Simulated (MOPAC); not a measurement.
Input file for MOPAC: PM6 on FH3SSi (SMILES F[SiH2]S), a point of a torsion scan.

```
PM6 1SCF PRECISE CHARGE=0 THREADS=1
FH3SSi

F     -1.20200048 1     1.34383396 1    -0.26737809 1
Si    -0.53229924 1    -0.07784115 1     0.06759254 1
S      1.49789504 1     0.35025604 1     0.59873680 1
H     -1.25042495 1    -0.59522928 1     1.21153844 1
H     -0.57798295 1    -0.83782746 1    -1.16209923 1
H      1.40125523 1     1.66153133 1     0.43732868 1
```

Output:

```
*******************************************************************************
 **                                                                           **
 **                              MOPAC v23.2.5                                **
 **                                                                           **
 *******************************************************************************
 ** MOPAC's Digital Object Identifier: https://doi.org/10.5281/zenodo.6511958 **
 **                                                                           **
 ** Please cite the open-source release paper for use of this MOPAC version:  **
 ** J. E. Moussa and J. J. P. Stewart (2026)                                  **
 ** MOPAC: An open-source semiempirical molecular orbital program             **
 ** J. Open Source Softw., 11(119), 8025, https://doi.org/10.21105/joss.08025 **
 *******************************************************************************

                              PM6 CALCULATION RESULTS

 *******************************************************************************
 *  PM6        - The PM6 Hamiltonian to be used
 *
 *
 *
 *                 CHARGE ON SYSTEM = 0
 *
 *
 *
 *  PRECISE    - TIGHTER CRITERIA TO BE USED
 *  1SCF       - DO 1 SCF AND THEN STOP
 *  THREADS=1  - MULTI-THREADING NOT USED
 *  T=         - A TIME OF 172800.0 SECONDS REQUESTED
 *  DUMP=N     - RESTART FILE WRITTEN EVERY 7200.0 SECONDS REQUESTED
 *******************************************************************************
PM6 1SCF PRECISE CHARGE=0 THREADS=1
 FH3SSi

   ATOM   CHEMICAL          X               Y               Z
  NUMBER   SYMBOL      (ANGSTROMS)     (ANGSTROMS)     (ANGSTROMS)

     1       F         -1.20200048  *   1.34383396  *  -0.26737809  *
     2      Si         -0.53229924  *  -0.07784115  *   0.06759254  *
     3       S          1.49789504  *   0.35025604  *   0.59873680  *
     4       H         -1.25042495  *  -0.59522928  *   1.21153844  *
     5       H         -0.57798295  *  -0.83782746  *  -1.16209923  *
     6       H          1.40125523  *   1.66153133  *   0.43732868  *



          CARTESIAN COORDINATES

    NO.       ATOM           X           Y           Z

     1         F         -1.2020      1.3438     -0.2674
     2        Si         -0.5323     -0.0778      0.0676
     3         S          1.4979      0.3503      0.5987
     4         H         -1.2504     -0.5952      1.2115
     5         H         -0.5780     -0.8378     -1.1621
     6         H          1.4013      1.6615      0.4373

 General Reference for PM6:
 "Optimization of Parameters for Semiempirical Methods V: Modification of NDDO Approximations
 and Application to 70 Elements", J. J. P. Stewart, J. Mol. Mod., 13, 1173-1213 (2007)
 URL: https://link.springer.com/article/10.1007/s00894-007-0233-4

           Empirical Formula: H3 F Si S  =     6 atoms



      MOLECULAR POINT GROUP   :   Cs


      RHF CALCULATION, NO. OF DOUBLY OCCUPIED LEVELS = 10


 -------------------------------------------------------------------------------
 PM6 1SCF PRECISE CHARGE=0 THREADS=1
 FH3SSi



     1SCF WAS SPECIFIED, SO BFGS WAS NOT USED
     SCF FIELD WAS ACHIEVED


                              PM6 CALCULATION
                                                       MOPAC v23.2.5 Linux




          FINAL HEAT OF FORMATION =       -103.46771 KCAL/MOL =    -432.90891 KJ/MOL


          COSMO AREA              =        107.31 SQUARE ANGSTROMS
          COSMO VOLUME            =         95.97 CUBIC ANGSTROMS

          IONIZATION POTENTIAL    =          9.474741 EV
          HOMO LUMO ENERGIES (EV) =         -9.475 -0.452
          NO. OF FILLED LEVELS    =         10
          MOLECULAR WEIGHT        =         82.1676         POINT GROUP:  Cs

          MOLECULAR DIMENSIONS (Angstroms)

            Atom       Atom       Distance
            H     6    H     4     3.56704
            F     1    S     3     2.75855
            H     5    H     4     2.29452


          SCF CALCULATIONS        =          1





   ATOM   CHEMICAL          X               Y               Z
  NUMBER   SYMBOL      (ANGSTROMS)     (ANGSTROMS)     (ANGSTROMS)

     1       F         -1.20200048  *   1.34383396  *  -0.26737809  *
     2      Si         -0.53229924  *  -0.07784115  *   0.06759254  *
     3       S          1.49789504  *   0.35025604  *   0.59873680  *
     4       H         -1.25042495  *  -0.59522928  *   1.21153844  *
     5       H         -0.57798295  *  -0.83782746  *  -1.16209923  *
     6       H          1.40125523  *   1.66153133  *   0.43732868  *

                             CARTESIAN COORDINATES

   1    F       -1.202000480     1.343833960    -0.267378090
   2   Si       -0.532299240    -0.077841150     0.067592540
   3    S        1.497895040     0.350256040     0.598736800
   4    H       -1.250424950    -0.595229280     1.211538440
   5    H       -0.577982950    -0.837827460    -1.162099230
   6    H        1.401255230     1.661531330     0.437328680


           Empirical Formula: H3 F Si S  =     6 atoms



      MOLECULAR POINT GROUP   :   Cs


                  EIGENVALUES
 -40.45457 -30.27669 -18.18681 -15.85566 -15.77097 -14.86872 -13.22696 -11.93212
 -10.27858  -9.47474  -0.45239  -0.08257   0.46509   0.50090   0.69062   0.97959
   1.17530   1.86666   1.89208   2.02147   2.07132   3.11841   3.66771   4.38364
   4.52564


              NET ATOMIC CHARGES AND DIPOLE CONTRIBUTIONS

  ATOM NO.   TYPE          CHARGE      No. of ELECS.   s-Pop       p-Pop       d-Pop
    1          F          -0.349257        7.3493     1.93255     5.41671
    2         Si           0.616266        3.3837     1.12965     1.32278     0.93131
    3          S          -0.463192        6.4632     1.90599     4.44245     0.11475
    4          H          -0.006562        1.0066     1.00656
    5          H          -0.006561        1.0066     1.00656
    6          H           0.209306        0.7907     0.79069
 DIPOLE           X         Y         Z       TOTAL
 POINT-CHG.    -1.425    -1.548    -0.245     2.119
 HYBRID         0.838     0.777     0.158     1.154
 SUM           -0.587    -0.771    -0.087     0.973


          ATOMIC ORBITAL ELECTRON POPULATIONS

     Atom    s        px        py        pz      x^2-y^2     xz        z^2       yz        xy
    1  F   1.93255   1.83742   1.70217   1.87712
    2 Si   1.12965   0.36846   0.29935   0.65496   0.18587   0.17456   0.14641   0.27579   0.14869
    3  S   1.90599   1.46980   1.13674   1.83591   0.06745   0.01478   0.02351   0.00420   0.00480
    4  H   1.00656
    5  H   1.00656
    6  H   0.79069

 **********************
 *                    *
 * JOB ENDED NORMALLY *
 *                    *
 **********************




 == MOPAC DONE ==
```

The run finished.

Cost: about 0.04 core-seconds (a rough figure).
